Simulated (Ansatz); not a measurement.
Basis sets compared for cyclo-(F2SiCH2)4 (C₄H₈F₈Si₄). Total charge 0; singlet. Geometry r2SCAN-D4/def2-SVP. Ansatz on 2 threads of AMD EPYC 7R13 on a shared host and a share (18 GiB) of an NVIDIA H100 80GB HBM3; times are rough, and most runs start from earlier orbitals.

```xyz
24

Si   -1.672   -0.399    1.234
F    -2.937   -0.289    2.239
F    -1.523   -1.975    0.869
C    -2.069    0.538   -0.320
Si   -0.789    1.687   -1.005
F    -1.500    2.690   -2.058
F    -0.288    2.615    0.232
C     0.698    0.930   -1.822
Si    0.954   -0.897   -1.663
F    -0.459   -1.600   -2.051
F     2.015   -1.374   -2.788
C     1.509   -1.547   -0.014
Si    1.507   -0.391    1.433
F     2.270    0.960    0.950
F     2.423   -1.026    2.608
C    -0.138    0.079    2.156
H    -2.356   -0.200   -1.090
H    -2.964    1.151   -0.104
H     0.613    1.146   -2.904
H     1.591    1.465   -1.452
H     0.895   -2.435    0.219
H     2.551   -1.895   -0.142
H    -0.130    1.171    2.323
H    -0.201   -0.403    3.149
```

Single mean-field runs in def2-TZVP are fitted with def2-universal-jkfit.

Binding counts from free atoms (Si triplet, F doublet, C triplet, H doublet) in the same basis, without a counterpoise term.

```json
{"level": "HF/STO-3G", "functions": "104", "energy (Eh)": "-2081.3609", "HOMO (eV)": "-9.69", "LUMO (eV)": "11.27", "binding per atom (eV)": "3.49", "wall time": "3.8 s"}
{"level": "PBE-D4/def2-SVP", "functions": "280", "energy (Eh)": "-2111.9429", "HOMO (eV)": "-7.91", "LUMO (eV)": "-1.04", "binding per atom (eV)": "4.69", "wall time": "6.5 s"}
{"level": "PBE0-D4/def2-SVP", "functions": "280", "energy (Eh)": "-2112.0847", "HOMO (eV)": "-9.52", "LUMO (eV)": "-0.29", "binding per atom (eV)": "4.58", "wall time": "6.5 s"}
```

Task: Estimate the rows for HF/def2-TZVP (with forces), PBE-D4/def2-TZVP, PBE0-D4/def2-TZVP (with forces).

Result: 
```
                          level  functions  energy (Eh)  HOMO (eV)  LUMO (eV)  binding per atom (eV)  wall time
     HF/def2-TZVP (with forces)        568   -2108.5210     -12.97       2.82                   3.46      6.5 s
               PBE-D4/def2-TZVP        568   -2113.5642      -8.05      -1.50                   4.69      5.5 s
PBE0-D4/def2-TZVP (with forces)        568   -2113.6972      -9.54      -0.69                   4.60      8.5 s
```
